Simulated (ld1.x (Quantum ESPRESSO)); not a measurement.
**antimony, TM: configuration errors across variants**

antimony, norm-conserving Troullier–Martins (Kleinman–Bylander form), made with ld1.x (Quantum ESPRESSO) 7.5 (LDA (PZ), fully relativistic). Core [Ar] 3d10, reference 4s2 4p6 4d10 5s2 5p3. Waves: 4s (bound): rc 1.45 bohr; 4p (bound): rc 1.10 bohr; 4d (bound): rc 0.95 bohr. Local part: all-electron potential smoothed inside 1.10 bohr (lloc = -2). Core correction: none.

Open shells are filled in proportion to 2j + 1 (rel_dist='average').

Occupied shells without a wave of their own: 5p, 5s. They enter only through the test configuration that unscreens the potential.

All-electron excitation energies from the reference (eV): (1) 4s2 4p6 4d10 5s2 5p2 8.538; (2) 4s2 4p6 4d10 5s2 5p1 24.813; (3) 4s2 4p6 4d10 5s2 5p0 49.625; (4) 4s2 4p5 4d10 5s2 5p3 109.997; (5) 4s2 4p6 4d10 5s1 5p4 8.181; (6) 4s2 4p6 4d9 5s2 5p3 40.771; (7) 4s2 4p6 4d10 5s0 5p5 16.588.

For the base: The 5p, 5s levels have no wave, so the channel is fitted at the deeper level alone: the likely source of the large errors.

1 further variants failed, have other tests or too few solved ones, and are left out.

The file “base” misses its own reference levels by 0.7 eV. The file “all radii scaled by about 0.79 (s 1.14, p 0.86, d 0.76 bohr); local potential all-electron potential smoothed inside 0.86 bohr (lloc = -2)” misses its own reference levels by 2.4 eV. The file “all radii scaled by about 0.85 (s 1.22, p 0.94, d 0.80 bohr); local potential all-electron potential smoothed inside 0.94 bohr (lloc = -2)” misses its own reference levels by 1.6 eV. The file “all radii scaled by about 1.05 (s 1.52, p 1.16, d 1.00 bohr); local potential all-electron potential smoothed inside 1.16 bohr (lloc = -2)” misses its own reference levels by 1.0 eV. The file “all radii scaled by about 1.20 (s 1.74, p 1.32, d 1.14 bohr); local potential all-electron potential smoothed inside 1.32 bohr (lloc = -2)” misses its own reference levels by 4.6 eV. The file “all radii scaled by about 1.27 (s 1.84, p 1.40, d 1.20 bohr); local potential all-electron potential smoothed inside 1.40 bohr (lloc = -2)” misses its own reference levels by 2.6 eV. The file “all radii scaled by about 1.41 (s 2.04, p 1.54, d 1.34 bohr); local potential all-electron potential smoothed inside 1.54 bohr (lloc = -2)” misses its own reference levels by 1.0 eV.

Errors AE − PS in meV (a dash: test not solved or not reliable):

| change | (1) | (2) | (3) | (4) | (5) | (6) | (7) | bound ghosts |
| --- | --- | --- | --- | --- | --- | --- | --- | --- |
| base | -524 | -1325 | -2435 | +156 | -343 | +87 | -690 | not determined |
| all radii scaled by about 0.79 (s 1.14, p 0.86, d 0.76 bohr); local potential all-electron potential smoothed inside 0.86 bohr (lloc = -2) | -142 | -369 | -663 | +224 | -2450 | +125 | -5231 | not determined |
| all radii scaled by about 0.85 (s 1.22, p 0.94, d 0.80 bohr); local potential all-electron potential smoothed inside 0.94 bohr (lloc = -2) | -81 | -213 | -384 | +137 | -1596 | +74 | -3369 | not determined |
| all radii scaled by about 1.05 (s 1.52, p 1.16, d 1.00 bohr); local potential all-electron potential smoothed inside 1.16 bohr (lloc = -2) | -184 | -450 | -817 | +42 | +1198 | +40 | +2481 | not determined |
| all radii scaled by about 1.20 (s 1.74, p 1.32, d 1.14 bohr); local potential all-electron potential smoothed inside 1.32 bohr (lloc = -2) | -13 | -65 | -122 | -124 | -4848 | -127 | -10248 | not determined |
| all radii scaled by about 1.27 (s 1.84, p 1.40, d 1.20 bohr); local potential all-electron potential smoothed inside 1.40 bohr (lloc = -2) | +176 | +421 | +764 | -19 | -2900 | +9.7 | -6117 | not determined |
| all radii scaled by about 1.41 (s 2.04, p 1.54, d 1.34 bohr); local potential all-electron potential smoothed inside 1.54 bohr (lloc = -2) | +479 | +1191 | +2170 | -95 | -1464 | +1.3 | -3112 | none |

**Question.** Give the same row for: all radii scaled by about 0.93 (s 1.34, p 1.02, d 0.88 bohr); local potential all-electron potential smoothed inside 1.02 bohr (lloc = -2).

**Answer.** +86, +204, +377, +104, -1716, +56, -3641; bound ghosts: not determined.
